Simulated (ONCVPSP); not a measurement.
**u(r) = r·R(r): atom against pseudo-atom (V (Z = 23))**

Columns: radius, all-electron u(r) and pseudo u(r) of the 3d shell (level -36.96 eV) of vanadium in the configuration [Ne] 3s2 3p6 3d2; PBE, scalar-relativistic, ONCV scheme, ONCVPSP 4.0.1.

```json
{"r (bohr)": "0.080", "all-electron": "0.0265", "pseudo": "0.0046"}
{"r (bohr)": "0.160", "all-electron": "0.1277", "pseudo": "0.0352"}
{"r (bohr)": "0.240", "all-electron": "0.2739", "pseudo": "0.1091"}
{"r (bohr)": "0.320", "all-electron": "0.4288", "pseudo": "0.2303"}
{"r (bohr)": "0.400", "all-electron": "0.5697", "pseudo": "0.3875"}
{"r (bohr)": "0.480", "all-electron": "0.6864", "pseudo": "0.5596"}
{"r (bohr)": "0.560", "all-electron": "0.7765", "pseudo": "0.7214"}
{"r (bohr)": "0.640", "all-electron": "0.8408", "pseudo": "0.8513"}
{"r (bohr)": "0.720", "all-electron": "0.8809", "pseudo": "0.9369"}
{"r (bohr)": "0.800", "all-electron": "0.9005", "pseudo": "0.9764"}
{"r (bohr)": "0.880", "all-electron": "0.9032", "pseudo": "0.9770"}
{"r (bohr)": "0.960", "all-electron": "0.8927", "pseudo": "0.9507"}
{"r (bohr)": "1.040", "all-electron": "0.8722", "pseudo": "0.9099"}
{"r (bohr)": "1.120", "all-electron": "0.8444", "pseudo": "0.8642"}
{"r (bohr)": "1.200", "all-electron": "0.8113", "pseudo": "0.8192"}
{"r (bohr)": "1.280", "all-electron": "0.7749", "pseudo": "0.7767"}
{"r (bohr)": "1.360", "all-electron": "0.7362", "pseudo": "0.7363"}
{"r (bohr)": "1.440", "all-electron": "0.6965", "pseudo": "0.6964"}
{"r (bohr)": "1.520", "all-electron": "0.6564", "pseudo": "0.6564"}
{"r (bohr)": "1.600", "all-electron": "0.6167", "pseudo": "0.6167"}
{"r (bohr)": "1.680", "all-electron": "0.5778", "pseudo": "0.5778"}
{"r (bohr)": "1.760", "all-electron": "0.5400", "pseudo": "0.5400"}
{"r (bohr)": "1.840", "all-electron": "0.5036", "pseudo": "0.5035"}
{"r (bohr)": "1.920", "all-electron": "0.4687", "pseudo": "0.4686"}
{"r (bohr)": "2.000", "all-electron": "0.4354", "pseudo": "0.4354"}
{"r (bohr)": "2.080", "all-electron": "0.4038", "pseudo": "0.4038"}
```

Task: How many radial nodes do the two functions have?

Result: The all-electron 3d function has n − l − 1 = 0; the pseudo-wave has 0.

Task: At about which radius was the pseudo-wave matched?

Result: 1.40 bohr, where the columns begin to agree (steps of 0.08 bohr).

Task: Where does each function peak?

Result: Outermost all-electron maximum near 0.88 bohr, pseudo maximum near 0.88 bohr (to the table’s step).

Task: Is the pseudo-wave norm-conserving?

Result: Yes: the ONCV scheme keeps the norm inside the radius equal to the all-electron one, which fixes the energy derivative of the logarithmic derivative at the level.
